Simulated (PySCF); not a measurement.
**Electronic structure of In²⁺ (indium, charge +2) at the r2SCAN level**

Configuration: [Kr] 4d9 5s1 5p1, one real determinant (an excited configuration). All numbers are calculated (PySCF 2.14, a scalar-relativistic core potential, in aug-cc-pV5Z-PP with ECP28MDF).

```json
{
  "Total energy": "-188.5287 hartree",
  "One-electron energy": "-316.5538 hartree",
  "Hartree (Coulomb) energy": "144.0213 hartree",
  "Exchange-correlation energy": "-15.9962 hartree",
  "⟨S²⟩": "3.7513",
  "⟨L²⟩": "8.015",
  "Sum of ⟨r⟩": "22.45 bohr",
  "Sum of ⟨r²⟩": "34.40 bohr²",
  "Traceless quadrupole moment −½Σ⟨3z² − r²⟩ along its main axis": "-2.99 e·bohr²",
  "Time after the integrals": "of the order of 8 core-seconds"
}
```

```tsv
shell	electrons	mean orbital energy (hartree)	spread (hartree)	rms radius, mean of both spins (bohr)
4s α	1	-5.55117	0	0.904
4s β	1	-5.48973	0	0.904
4p α	3	-3.94278	0.06053	0.983
4p β	3	-3.88249	0.01136	0.983
4d α	5	-1.60067	0.06976	1.23
4d β	4	-1.54750	0.02363	1.23
5s α	1	-1.01296	0	2.37
5p α	1	-0.72167	0	2.79
```

⟨L²⟩ = 8.02 against 12 for a pure F term, so this real determinant mixes terms. Energies and moments cover only the electrons outside the core potential.
